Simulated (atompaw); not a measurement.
Before and after: PAW (atompaw) potential for thallium

Tl (Z = 81), PAW, made with atompaw 4.2.0.5 (PBE, scalar-relativistic). Core [Kr] 4d10 4f14, reference 5s2 5p6 5d10 6s1.5 6p1.5. Waves: 5s (bound): rc 1.70 bohr; 6s (bound): rc 1.35 bohr; 5p (bound): rc 1.15 bohr; 6p (bound): rc 1.80 bohr; 5d (bound): rc 1.80 bohr; 5d channel at 0.5 Ry: rc 1.80 bohr. Local part: troulliermartins scheme with l = 3 at 0 Ry, radius 1.70 bohr. Core correction: smooth core density matched at 1.15 bohr. Augmentation charge: besselshape compensation charge, radius 1.45 bohr; PAW radius 1.80 bohr; waves and projectors: custom polynom2 7 10 vanderbiltortho.

Change: augmentation besselshape compensation charge, radius 1.45 bohr; PAW radius 1.80 bohr; waves and projectors: custom rrkj gramschmidtortho.

Cutoffs: the cutoffs (Ry, on a coarse ladder) from which the occupation-weighted sum of valence levels, in a spherical-Bessel basis at the reference potential, stays within 10 and 1 mRy of its value at 400 Ry; they do not see the model core or the augmentation charge, which bear on the density cutoff.

What does the change do?

The bound ghost in s disappears; the range in which the s phases agree widens (upper end -0.2 → at the end of the scan); the range in which the d phases agree narrows (upper end at the end of the scan → 2.3).

| quantity | base | changed |
| --- | --- | --- |
| cutoff, loose | 230 Ry | 60 Ry |
| cutoff, tight | over 300 Ry | 120 Ry |
| loose cutoff by channel (10 mRy a level) | s 18 Ry, p 50 Ry, d 21 Ry | s 35 Ry, p 50 Ry, d 30 Ry |
| bound ghosts | s | none |
| s: phases at 1.81 bohr within 0.05 rad from the reference energy up to (Ry; the scan ends near 5) | -0.2 | to the end of the scan |
| p: phases at 1.81 bohr within 0.05 rad from the reference energy up to (Ry; the scan ends near 5) | 1.4 | 2.4 |
| d: phases at 1.81 bohr within 0.05 rad from the reference energy up to (Ry; the scan ends near 5) | to the end of the scan | 2.3 |
| lowest overlap eigenvalue by channel | s 0.79, p 0.62, d 0.91 | s 0.28, p 0.03, d 0.01 |

 A true bound ghost makes a file unfit for plane-wave use even where its test errors are small: the radial tests pick states by their node count and pass the ghost by. The cutoffs see the waves, projectors and local potential, not the compensation charge or the core.
